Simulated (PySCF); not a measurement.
Si(OH)3(SH) (H4O3SSi), SMILES O[Si](O)(O)S. Coordinates come from a B3LYP-D3(BJ)/def2-SVP optimisation. One conformer was computed; it need not be the lowest.

Question: Give the equilibrium geometry at B3LYP-D3(BJ)/def2-SVP (PySCF confirms it by a frequency run) as a Z-matrix. (The exact figures need the calculation; the answer reports its results.)

Answer: One answer among several that fit: 
```
Si
O 1 1.6519
H 2 0.9661 1 114.62
O 1 1.6526 2 105.82 3 29.31
H 4 0.9645 1 116.68 2 -165.20
O 1 1.6561 2 115.95 3 -87.78
H 6 0.9648 1 116.32 2 -71.73
S 1 2.1424 2 106.17 3 153.90
H 8 1.3524 1 93.43 2 -32.03
```
Charge 0, spin multiplicity 1.
